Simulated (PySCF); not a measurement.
Species, as SMILES: Cl[C]Cl (closed-shell singlet).
Geometry (B3LYP-D3(BJ)/def2-TZVP, fixed):
```xyz
3

Cl    -1.4025    -0.2001     0.0210
C     -0.0305     0.8441     0.0088
Cl     1.4133    -0.0978    -0.0241
```
Charge 0, spin multiplicity 1.

Basis-set convergence of the isotropic shielding of Cl1 at PBE0 with PySCF. GIAO, no density fitting; atoms are numbered in the order shown. All functions are spherical. No added dispersion term, no relativity. Reference: the value in pcSseg-3, -292.71 ppm, itself unsure by roughly 9.98 ppm (its mean distance from pcseg-3, pcSseg-2). Deviations are taken from unrounded values.

```tsv
basis	functions	isotropic shielding of Cl1 (ppm)
def2-SVP	50	-206.32
def2-SVPD	74	-196.06
pcseg-1	50	-320.61
aug-pcseg-1	77	-294.50
cc-pV(D+d)Z	60	-191.20
aug-cc-pV(D+d)Z	87	-197.94
6-311G**	70	-221.81
6-311+G**	82	-221.09
pcseg-2	98	-277.95
aug-pcseg-2	146	-283.49
def2-TZVP	105	-323.34
def2-TZVPD	129	-326.44
cc-pV(T+d)Z	108	-229.36
aug-cc-pV(T+d)Z	156	-229.80
def2-TZVPP	115	-323.91
def2-TZVPPD	139	-326.88
cc-pV(Q+d)Z	183	-226.84
aug-cc-pV(Q+d)Z	258	-227.75
def2-QZVPP	197	-285.65
def2-QZVPPD	221	-286.32
```

What the diffuse functions change, pair by pair:
- def2-SVP to def2-SVPD: 24 more functions, deviation 86.39 to 96.65 ppm
- pcseg-1 to aug-pcseg-1: 27 more functions, deviation -27.90 to -1.78 ppm
- cc-pV(D+d)Z to aug-cc-pV(D+d)Z: 27 more functions, deviation 101.52 to 94.77 ppm
- 6-311G** to 6-311+G**: 12 more functions, deviation 70.90 to 71.63 ppm
- pcseg-2 to aug-pcseg-2: 48 more functions, deviation 14.76 to 9.23 ppm
- def2-TZVP to def2-TZVPD: 24 more functions, deviation -30.63 to -33.72 ppm
- cc-pV(T+d)Z to aug-cc-pV(T+d)Z: 48 more functions, deviation 63.35 to 62.91 ppm
- def2-TZVPP to def2-TZVPPD: 24 more functions, deviation -31.19 to -34.17 ppm
- cc-pV(Q+d)Z to aug-cc-pV(Q+d)Z: 75 more functions, deviation 65.88 to 64.97 ppm
- def2-QZVPP to def2-QZVPPD: 24 more functions, deviation 7.06 to 6.39 ppm

They bring the value nearer the reference by more than 9.98 ppm in 1 of 10 pairs.
